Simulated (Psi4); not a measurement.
thiophene (C$_{4}$H$_{4}$S), singlet, at a GFN2-xTB geometry; CAM-B3LYP/STO-3G (Psi4 1.11).

Psi4 was given this input:
```
memory 2 GB

molecule mol {
0 1
S     0.008638   -0.007341    1.192886
C     0.002988    1.225833   -0.005095
C    -0.003171   -1.225678   -0.020136
C    -0.007387    0.715073   -1.261196
C    -0.010941   -0.699498   -1.269875
H     0.007731    2.253480    0.299008
H    -0.003601   -2.256990    0.271334
H    -0.012358    1.318248   -2.151350
H    -0.018915   -1.291672   -2.167363
}

set {
  basis sto-3g
  reference rks
  scf_type pk
  puream true
  d_convergence 1e-8
  dft_radial_points 99
  dft_spherical_points 590
}

energy('cam-b3lyp')
print_variables()
```

Problem. What does Psi4 print? Leave out banner, timings and long lists.

Solution. 
```
   => Loading Basis Set <=

    Name: STO-3G
    Role: ORBITAL
    Keyword: BASIS

         ---------------------------------------------------------
                                   SCF
               by Justin Turney, Rob Parrish, Andy Simmonett
                          and Daniel G. A. Smith
                              RKS Reference
         ---------------------------------------------------------

  ==> Geometry <==

    Molecular point group: c1
    Full point group: C1

    Geometry (in Angstrom), charge = 0, multiplicity = 1:

       Center              X                  Y                   Z               Mass
    ------------   -----------------  -----------------  -----------------  -----------------
         S            0.008320306132    -0.007070767009     1.149010261278    31.972071174400
         C            0.002670306132     1.226103232991    -0.048970738722    12.000000000000
         C           -0.003488693868    -1.225407767009    -0.064011738722    12.000000000000
         C           -0.007704693868     0.715343232991    -1.305071738722    12.000000000000
         C           -0.011258693868    -0.699227767009    -1.313750738722    12.000000000000
         H            0.007413306132     2.253750232991     0.255132261278     1.007825032230
         H           -0.003918693868    -2.256719767009     0.227458261278     1.007825032230
         H           -0.012675693868     1.318518232991    -2.195225738722     1.007825032230
         H           -0.019232693868    -1.291401767009    -2.211238738722     1.007825032230

  Running in c1 symmetry.

  Rotational constants: A =      0.27299  B =      0.18059  C =      0.10869 [cm^-1]
  Rotational constants: A =   8183.94711  B =   5414.01064  C =   3258.42877 [MHz]
  Nuclear repulsion =  203.525783796517032

  Charge       = 0
  Multiplicity = 1
  Electrons    = 44
  Nalpha       = 22
  Nbeta        = 22

  ==> Algorithm <==

  SCF Algorithm Type is PK.
  DIIS enabled.
  MOM disabled.
  Fractional occupation disabled.
  Guess Type is SAD.
  Energy threshold   = 1.00e-06
  Density threshold  = 1.00e-08
  Integral threshold = 1.00e-12

  ==> Primary Basis <==

  Basis Set: STO-3G
    Blend: STO-3G
    Number of shells: 21
    Number of basis functions: 33
    Number of Cartesian functions: 33
    Spherical Harmonics?: true
    Max angular momentum: 1

  ==> DFT Potential <==

   => LibXC <=

    Version 7.1.2
[...]
   @RKS iter   5:  -546.59860957990475   -9.31887e-06   3.44677e-05 DIIS
   @RKS iter   6:  -546.59861089915307   -1.31925e-06   9.52783e-06 DIIS
   @RKS iter   7:  -546.59861112029398   -2.21141e-07   1.30392e-06 DIIS
   @RKS iter   8:  -546.59861112391911   -3.62513e-09   1.70806e-07 DIIS
   @RKS iter   9:  -546.59861112396106   -4.19504e-11   1.96532e-08 DIIS
   @RKS iter  10:  -546.59861112396140   -3.41061e-13   1.00672e-09 DIIS
  Energy and wave function converged.

  ==> Post-Iterations <==

   Electrons on quadrature grid:
      Ntotal   =   43.9999999021 ; deviation = -9.786e-08

    Orbital Energies [Eh]
    ---------------------

    Doubly Occupied:

[...]
      22A     -0.219011

    Virtual:

[...]
    Final Occupation by Irrep:
              A
    DOCC [    22 ]
    NA   [    22 ]
    NB   [    22 ]

  @RKS Final Energy:  -546.59861112396140

   => Energetics <=

    Nuclear Repulsion Energy =            203.5257837965170324
    One-Electron Energy =               -1156.5225682241218692
    Two-Electron Energy =                 442.8070249367947326
    DFT Exchange-Correlation Energy =     -36.4088516331513929
    Empirical Dispersion Energy =           0.0000000000000000
    VV10 Nonlocal Energy =                  0.0000000000000000
    Total Energy =                       -546.5986111239614047

Computation Completed

Properties will be evaluated at   0.000000,   0.000000,   0.000000 [a0]

Properties computed using the SCF density matrix

 Multipole Moments:

 ------------------------------------------------------------------------------------
     Multipole            Electronic (a.u.)      Nuclear  (a.u.)        Total (a.u.)
 ------------------------------------------------------------------------------------

 L = 1.  Multiply by 2.5417464519 to convert [e a0] to [Debye]
 Dipole X            :          0.0278530           -0.0264175            0.0014355
 Dipole Y            :         -0.0236702            0.0224504           -0.0012198
 Dipole Z            :          3.8464241           -3.6481909            0.1982332
 Magnitude           :                                                    0.1982422

 ------------------------------------------------------------------------------------

  Variable Map:
  ----------------------------------------------------------------------------
[...]
  Array Variable Map:
  ----------------------------------------------------------------------------
[...]
[...]
```
